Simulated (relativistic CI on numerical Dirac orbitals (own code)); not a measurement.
## Pt11+: q coefficients and field-shift factors

Calculated at this level of theory: Dirac-Coulomb-Breit CI, separate exchange-only KLI orbitals for each configuration, derivatives by finite differences, unscaled Slater integrals, QED left out (own radial code, finite nucleus).

Configurations in the expansion (outside the closed core [Kr] 4d10): 4f¹⁴5s²5p⁵, 4f¹³5s²5p⁶, 4f¹⁴5s5p⁶, 4f¹⁴5s²5p⁴5d, 4f¹⁴5s5p⁵5d, 4f¹⁴5s²5p⁴5f. Double excitations out of closed p, d and f shells are left out; levels of such configurations are missing from the list, as are those of other unlisted configurations, and high levels can miss mixing partners.

With x = (α/α₀)² − 1 an excitation energy changes as ω = ω₀ + qx; K = 2q/ω₀ is the relative enhancement. Terms are leading LS components, so labels can repeat. The field-shift factor is F = δν/δ⟨r²⟩ for the transition from the lowest level.

Lowest level 4f¹⁴5s²5p⁵ ²P°3/2.

```
             Level  ω₀ (cm⁻¹)  q (cm⁻¹)  F (GHz/fm²)
 4f¹⁴5s²5p⁵ ²P°1/2     143538    184000        -35.1
 4f¹³5s²5p⁶ ²F°7/2     284698   -135900           43
 4f¹³5s²5p⁶ ²F°5/2     311565   -111300         44.6
   4f¹⁴5s5p⁶ ²S1/2     423604    133100         -255
4f¹⁴5s²5p⁴5d ⁴D3/2     436279     13120           13
4f¹⁴5s²5p⁴5d ⁴D5/2     439128     18120         12.8
4f¹⁴5s²5p⁴5d ²P1/2     447665     38730        -22.1
4f¹⁴5s²5p⁴5d ⁴D7/2     448651     22310         13.2
4f¹⁴5s²5p⁴5d ²F7/2     464038     25370         14.3
4f¹⁴5s²5p⁴5d ⁴F9/2     464585     31630           15
4f¹⁴5s²5p⁴5d ²D3/2     477121     19600           13
4f¹⁴5s²5p⁴5d ²D5/2     506770     37120         14.4
4f¹⁴5s²5p⁴5d ⁴P1/2     513683    117800         -122
```

At this charge transitions that keep the count of f electrons are usually good to a few per cent. Levels and lines within the n = 5 or 6 shells can be off by up to 10 % or somewhat more, and those that change n by about 2 %, since core polarisation is missing. Levels that differ in their count of f electrons can be misplaced by several ten thousand cm⁻¹, since the correlation energy of f electrons is missing or only estimated; rates across such gaps can be off by orders of magnitude.

(1) Which transition from the lowest level has the largest |K|?

Answers

(1) 4f¹⁴5s²5p⁵ ²P°1/2 at 143538 cm⁻¹, K = 2.56.
